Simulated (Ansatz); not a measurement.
CHBF4O (`FBOC(F)(F)F`). Total charge 0; spin multiplicity 1. Geometry: relaxed with PBE0-D4/def2-TZVP. It is one conformer, not always the lowest.

```xyz
8

F     0.622   -2.454    0.299
B     0.081   -1.270    0.452
O     0.477   -0.320   -0.449
C     0.001    0.944   -0.411
F     0.553    1.636   -1.391
F    -1.322    0.975   -0.565
F     0.289    1.543    0.744
H    -0.701   -1.054    1.322
```

Problem. What is the dipole moment at B3LYP/def2-TZVPP? (Estimate.)

Solution. Ansatz gave: 0.82 D, with components (-0.45, -0.22, 0.65) D in this frame, pointing from negative to positive charge.

Problem. And with PBE, r2SCAN, ωB97M-V? (Best estimate.)

Solution. Computed: PBE 0.69 D, r2SCAN 0.75 D, ωB97M-V 0.80 D.

Problem. Give the Mulliken charges with B3LYP, r2SCAN, ωB97M-V in def2-TZVPP. (An estimate is asked.)

Solution. Computed: 
```
atom  B3LYP  r2SCAN  ωB97M-V
  F1  -0.20   -0.22    -0.20
  B2   0.32    0.39     0.30
  O3  -0.26   -0.28    -0.26
  C4   0.61    0.60     0.57
  F5  -0.16   -0.16    -0.15
  F6  -0.17   -0.17    -0.16
  F7  -0.17   -0.17    -0.16
  H8   0.03    0.00     0.06
```

B3LYP here is the variant with VWN-RPA as its local correlation; programs differ in this.
